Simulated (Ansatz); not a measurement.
Basis sets compared for Li4H3. Total charge 0; doublet. Geometry PBE-D4/def2-TZVP. Ansatz on 4 threads of Arm Neoverse V2 on a shared host; times are rough, and most runs start from earlier orbitals.

| atom | x (Å) | y (Å) | z (Å) |
| --- | --- | --- | --- |
| Li1 | -1.355 | -0.827 | -0.645 |
| Li2 | 1.089 | -0.320 | -0.540 |
| Li3 | -0.051 | -0.319 | 1.683 |
| Li4 | -0.365 | 1.671 | -0.160 |
| H5 | 0.017 | -1.521 | 0.322 |
| H6 | 0.969 | 0.906 | 0.808 |
| H7 | -0.305 | 0.410 | -1.467 |

The structure comes from a short search, and lower isomers may exist.

Binding counts from free atoms (Li doublet, H doublet) in the same basis, without a counterpoise term.

| level | functions | energy (Eh) | HOMO (eV) | LUMO (eV) | binding per atom (eV) | wall time |
| --- | --- | --- | --- | --- | --- | --- |
| HF/STO-3G | 23 | -31.0637 | -3.86 | 2.88 | 1.56 | 0.05 s |
| HF/def2-TZVP | 74 | -31.5518 | -4.53 | 0.98 | 1.25 | 0.15 s |
| PBE-D4/def2-SVP | 51 | -31.7648 | -2.50 | -1.43 | 1.76 | 0.6 s |
| PBE-D4/def2-TZVP | 74 | -31.7896 | -2.58 | -1.49 | 1.72 | 0.6 s |
| r2SCAN-D4/def2-TZVP | 74 | -31.8674 | -2.62 | -1.11 | 1.75 | 1.3 s |
| PBE0-D4/def2-SVP | 51 | -31.7881 | -3.05 | -0.84 | 1.75 | 0.6 s |
| PBE0-D4/def2-TZVP | 74 | -31.8114 | -3.16 | -0.90 | 1.71 | 0.95 s |

Problem. Estimate the rows for PBE-D4/def2-TZVPD, r2SCAN-D4/def2-TZVPD, PBE0-D4/def2-TZVPD.

Solution. 
```json
{"level": "PBE-D4/def2-TZVPD", "functions": "95", "energy (Eh)": "-31.7945", "HOMO (eV)": "-2.54", "LUMO (eV)": "-1.48", "binding per atom (eV)": "1.74", "wall time": "0.9 s"}
{"level": "r2SCAN-D4/def2-TZVPD", "functions": "95", "energy (Eh)": "-31.8728", "HOMO (eV)": "-2.56", "LUMO (eV)": "-1.01", "binding per atom (eV)": "1.77", "wall time": "1.6 s"}
{"level": "PBE0-D4/def2-TZVPD", "functions": "95", "energy (Eh)": "-31.8170", "HOMO (eV)": "-3.09", "LUMO (eV)": "-0.88", "binding per atom (eV)": "1.73", "wall time": "0.8 s"}
```
